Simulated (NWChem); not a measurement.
CHS2 cation; SMILES S=C=[SH+]

All runs: NWChem. Pople sets run with spherical d functions. Each level has its own optimisation; frequencies are unscaled. Brackets give each atom's bonded neighbours.

For level LDA (Slater exchange, VWN5)/def2-SVP:

- highest harmonic frequency (cm⁻¹): 2482
- lowest (cm⁻¹): 316

Task: Estimate the same quantities for level B3LYP/6-31G*.

Result: 
* **highest harmonic frequency (cm⁻¹)**: 2609
* **lowest (cm⁻¹)**: 326
